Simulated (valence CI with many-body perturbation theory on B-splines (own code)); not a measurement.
## Questions on Nd XI

Level of theory: valence CI with perturbative core correlation (CI+MBPT): four valence electrons over a frozen Dirac-Fock core [Kr] 4d10, a basis of 7 s, 7 p, 7 d, 7 f, 4 g, 2 h functions for each j, with the one-electron correlation potential Σ1, the two-electron term Σ2, the three-electron term Σ3, Breit, model QED; selected CI, second order for the rest, scaled by the run's own slope (own B-spline code, finite nucleus).

No measured levels were compared; by estimate terms of the open shell hold to a few per cent of their energy, and close levels can change places; configurations with another count of f electrons can be misplaced by thousands of cm⁻¹. Among the levels kept, up to 300 cm⁻¹ of a level comes from second order outside the variational space, and about a tenth of that is noise between levels of different J, which matters for small intervals.

Names give the largest LS component (configuration and term), which can be under half, so a name can repeat, a term be missing and a line seem to break the LS rules; names also repeat where a configuration has a term twice.

Rates and lifetimes use the calculated energies. Strong lines usually hold to 10 to 20 %, long lifetimes can be off by a factor of two.

(1) What is the ground level?

(2) Name the longest-lived excited levels whose lifetime is computed, and their main decay.

(3) Among levels below 221500 cm⁻¹, which E1 lines absorb most strongly from the ground level?

(4) What is the ionisation energy?

(5) How well does LS coupling describe the low levels?

## Answers

(1) 4f 5s2 5p 3G_3, composition 62 % 4f 5s2 5p 3G + 28 % 4f 5s2 5p 1F + 6 % 4f 5s2 5p 3F, g = 0.850.

(2) 4f2 5s2 3F_2 at 9599 cm⁻¹ lives 20.3 s, mostly by M1 to 4f 5s2 5p 3F_2; 4f 5s2 5p 3F_2 at 3736 cm⁻¹ lives 19.2 s, mostly by M1 to 4f 5s2 5p 3G_3; 5s2 5p2 3P_0 at 27427 cm⁻¹ lives 9.92 s, mostly by E2 to 4f 5s2 5p 3F_2. The lifetime of 4f2 5s2 3H_4 is too uncertain to give, and may be longer.

(3) to 4f 5s 5p2 3G°_3 at 45.27 nm, f = 0.0537; to 4f3 5s 3F°_3 at 45.49 nm, f = 0.0289; to 4f3 5s 3H°_4 at 46.42 nm, f = 0.0233.

(4) 166.37 eV; NIST lists 168 ± 8 eV (theoretical).

(5) Among the lowest 20 levels the leading LS term, summed over configurations, holds 76 % on average. For single configurations the figures are 69 % in LS and 77 % in jj coupling. Terms mix most in the J = 3 level at 39276 cm⁻¹, where the leading one holds 35 %.
